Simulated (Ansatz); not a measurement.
Consider the redistribution: `[NH2][SbH][SiH3]` + `[SiH3]S[CH2][GeH3]` → `[SiH3][S][SbH][SiH3]` + `N[CH2][GeH3]`.

Calculated with Ansatz (gas phase, PBE0-D4/def2-TZVP geometries, no zero-point term in ΔE). CCSD(T)/CBS is the MP2 limit (def2-TZVPP, def2-QZVPP) plus CCSD(T) − MP2 in def2-TZVPP, frozen cores. DFT in def2-TZVPP. Elements past krypton have def2 core potentials. For Ge, Sb outer-core shells are correlated without core-valence functions, which leaves a few kJ/mol of doubt a bond. Scalar relativity is left out up to krypton. Each species was taken in one conformer, which may not be the lowest.

| level | ΔE (kJ/mol) |
| --- | --- |
| r2SCANh-D4 | -48.0 |
| BHLYP-D4 | -54.2 |
| PBE | -46.7 |
| LC-ωPBE | -45.7 |
| HF/def2-SVP | -72.8 |
| CCSD/def2-SVP | -62.2 |
| CCSD(T)/def2-SVP | -60.8 |
| MP2/def2-QZVPP | -47.2 |

(1) What does CCSD(T)/CBS give? (An estimate is asked.)

(2) What do rigid-rotor, harmonic-oscillator terms from PBE0-D4/def2-TZVP frequencies (298.15 K, 1 bar) make of the CCSD(T)/CBS value? (Best estimate.)

Largest T1 diagnostic among the species: 0.014.

Answers

(1) The calculation gave: -46.9 kJ/mol. The listed levels differ from it by -1.1, -7.3, 0.2, 1.2, -25.9, -15.3, -13.9, -0.3 kJ/mol.

(2) The calculation gave: ΔZPE = +5.6 kJ/mol, ΔH = -41.6 kJ/mol, ΔS = -1 J/(mol·K), ΔG = -41.4 kJ/mol. Modes under 50 cm⁻¹ make the entropy rough.

From PBE to PBE0 (25 % exact exchange), in def2-TZVPP and without D4, ΔE moves by −3.9 kJ/mol. At CCSD(T), def2-SVP lies −13.8 kJ/mol from the extrapolated value and def2-TZVPP +3.4 kJ/mol.
